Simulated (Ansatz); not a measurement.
Gas-phase reaction R1 → 6 P1 + P2, each structure at its B3LYP-D3(BJ)/def2-TZVP stationary point, reached from a drawn start (curvature not checked).
R1: F6S (SMILES F[S](F)(F)(F)(F)F), charge 0, multiplicity 1.
P1: F atom, charge 0, multiplicity 2.
P2: S atom, charge 0, multiplicity 3.

P less R. No zero-point or thermal terms; singlets are restricted closed shells; open shells are unrestricted; no spin–orbit coupling.

Cores are frozen in the correlated methods.

Codes used: Ansatz (an electronic-structure program). All values are computed, each at the level named.

### Question
One of these levels gives 2715.5 kJ/mol for the reaction energy. Which?
A. SVWN5/def2-TZVPP
B. BHLYP/def2-TZVPP
C. CCSD(T)/cc-pV(D+d)Z
D. r2SCAN/def2-TZVPP

### Answer
A, SVWN5/def2-TZVPP. The others give 2049.1 (r2SCAN/def2-TZVPP), 1718.8 (BHLYP/def2-TZVPP), 1582.8 (CCSD(T)/cc-pV(D+d)Z)
